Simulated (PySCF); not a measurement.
C4H9LiO, charge +1, doublet, at a GFN2-xTB geometry of the parent state (such geometries of metal compounds can be far from the true shape) (a state made from the parent by changing its charge; the spin is typed, not shown lowest); B3LYP/3-21G in PySCF.

Input for PySCF:
```python
from pyscf import gto, scf, dft

mol = gto.M(
    atom='''
Li    0.952825    1.839100    1.901016
O     0.432552    0.834893    0.863001
C    -0.035026   -0.067605   -0.069881
C     1.009963   -1.173501   -0.300873
C    -1.341387   -0.709986    0.429250
C    -0.307909    0.649476   -1.403933
H     0.658894   -1.895049   -1.033882
H     1.208243   -1.683966    0.639096
H     1.936718   -0.725713   -0.653071
H    -1.155500   -1.218008    1.373067
H    -1.725533   -1.425014   -0.293488
H    -2.084437    0.066966    0.595546
H     0.611900    1.106872   -1.761945
H    -1.045512    1.433593   -1.247299
H    -0.677517   -0.046428   -2.152459
''',
    basis='3-21g',
    charge=1,
    spin=1,
    verbose=5,
)

mf = dft.ROKS(mol)
mf.xc = 'b3lyp'
mf.kernel()
```

Task: Write the output that PySCF gives for this input, abridged.

Result: 
```
PySCF version 2.14.0

[INPUT] verbose = 5
[INPUT] max_memory = 4000
[INPUT] num. atoms = 15
[INPUT] num. electrons = 43
[INPUT] charge = 1
[INPUT] spin (= nelec alpha-beta = 2S) = 1
[INPUT] symmetry False subgroup None
[INPUT] Mole.unit = angstrom
[INPUT] Symbol           X                Y                Z      unit          X                Y                Z       unit  Magmom
[...]
[INPUT] ---------------- BASIS SET ----------------
[INPUT] l, kappa, [nprim/nctr], expnt,             c_1 c_2 ...
[INPUT] C
[...]
                                25.9109           0.358794
                                5.53335           0.700713
[...]
                                0.770545          1.21584
[...]
                                0.770545          0.860619
[...]
[INPUT] Li
[...]
                                5.48172           0.381346
                                1.11327           0.681702
[...]
                                0.102255          1.14339
[...]
                                0.102255          0.915663
[...]
[INPUT] H
[...]
                                0.824547          0.904691
[...]
[INPUT] O
[...]
                                48.4308           0.3515
                                10.4206           0.707658
[...]
                                1.5762            1.22156
[...]
                                1.5762            0.853955
[...]
nuclear repulsion = 212.29350732396
number of shells = 48
number of NR pGTOs = 117
number of NR cGTOs = 72
basis = 3-21g
ecp = {}

******** <class 'pyscf.dft.roks.ROKS'> ********
method = ROKS
initial guess = minao
damping factor = 0
level_shift factor = 0
DIIS = <class 'pyscf.scf.diis.CDIIS'>
diis_start_cycle = 1
diis_space = 8
diis_damp = 0
SCF conv_tol = 1e-09
SCF conv_tol_grad = None
SCF max_cycles = 50
direct_scf = True
direct_scf_tol = 1e-13
num. doubly occ = 21  num. singly occ = 1
XC library pyscf.dft.libxc version 7.1.2
    S. Lehtola, C. Steigemann, M. J. T. Oliveira, and M. A. L. Marques,  SoftwareX 7, 1–5 (2018)
XC functionals = b3lyp
    P. J. Stephens, F. J. Devlin, C. F. Chabalowski, and M. J. Frisch,  J. Phys. Chem. 98, 11623 (1994)
radial grids:
    Treutler-Ahlrichs [JCP 102, 346 (1995); DOI:10.1063/1.469408] (M4) radial grids

becke partition: Becke, JCP 88, 2547 (1988); DOI:10.1063/1.454033
pruning grids: <function nwchem_prune>
grids dens level: 3
symmetrized grids: False
atomic radii adjust function: <function treutler_atomic_radii_adjust>
small_rho_cutoff = 0
[...]
  5.02210312e-01  5.43575257e-01  5.74245993e-01  5.98249828e-01
  6.07975106e-01  6.69892535e-01  6.75520215e-01  6.91284916e-01
  7.77081091e-01  7.78463207e-01  8.54683798e-01  9.04417106e-01
  9.34813198e-01  9.41471985e-01  9.50965895e-01  9.70031095e-01
  9.73826839e-01  9.91975695e-01  1.01752804e+00  1.02510540e+00
  1.38949395e+00  1.42481882e+00  1.43503784e+00  1.69962450e+00
  1.82244055e+00  1.83221573e+00  2.12602062e+00  2.91598545e+00]
nelec by numeric integration = [22.00003029 21.00003416]
E1 = -735.6721021720907  E2 = 284.3319373554871  Ecoul = 319.60075393114414  Exc = -35.268816575657
cycle= 20 E= -239.046657492643  delta_E= -6.12e-10  |g|= 5.59e-06  |ddm|= 0.0012
[...]
                  Roothaan           | alpha              | beta
  Highest 2-occ = -0.466140489269174 | -0.471078876487167 | -0.461202102058887
  Lowest 0-occ =  -0.197926567313851 | -0.197948917169236 | -0.197904217480605
  1-occ =         -0.449222865726326 | -0.527302189119732 | -0.371141866371674
  Roothaan mo_energy =
[-1.92871133e+01 -1.03749491e+01 -1.02950743e+01 -1.02685074e+01
 -1.02679320e+01 -2.19228533e+00 -1.22076437e+00 -9.63356452e-01
 -8.65840576e-01 -8.55067607e-01 -7.41946698e-01 -6.52444938e-01
 -6.31673474e-01 -6.29884128e-01 -5.70553040e-01 -5.70464435e-01
 -5.58105551e-01 -5.29623968e-01 -5.22730306e-01 -5.21572368e-01
 -4.66140489e-01 -4.49222866e-01 -1.97926567e-01 -1.29988863e-01
 -1.28641622e-01 -1.05847429e-01 -2.81818889e-02 -2.29873172e-02
 -2.24983104e-02 -1.92488162e-02  1.50017416e-02  1.92413847e-02
  2.04681538e-02  5.90366426e-02  6.54087850e-02  6.59370979e-02
  7.38678900e-02  7.44171365e-02  9.19603365e-02  1.01182302e-01
  1.05631379e-01  1.15315678e-01  1.68689559e-01  4.99087953e-01
  5.02210734e-01  5.43575712e-01  5.74246535e-01  5.98250289e-01
  6.07974907e-01  6.69892736e-01  6.75520139e-01  6.91285106e-01
  7.77081497e-01  7.78463539e-01  8.54684258e-01  9.04417555e-01
  9.34813559e-01  9.41472812e-01  9.50965982e-01  9.70031462e-01
  9.73826838e-01  9.91975927e-01  1.01752876e+00  1.02510548e+00
  1.38949415e+00  1.42481687e+00  1.43503547e+00  1.69962250e+00
  1.82244143e+00  1.83221573e+00  2.12602061e+00  2.91598340e+00]
nelec by numeric integration = [22.00003029 21.00003416]
E1 = -735.6721384918782  E2 = 284.3319736753449  Ecoul = 319.60079408344865  Exc = -35.26882040810376
Extra cycle  E= -239.046657492573  delta_E= 7.03e-11  |g|= 1.8e-05  |ddm|= 1.77e-05
converged SCF energy = -239.046657492573
```
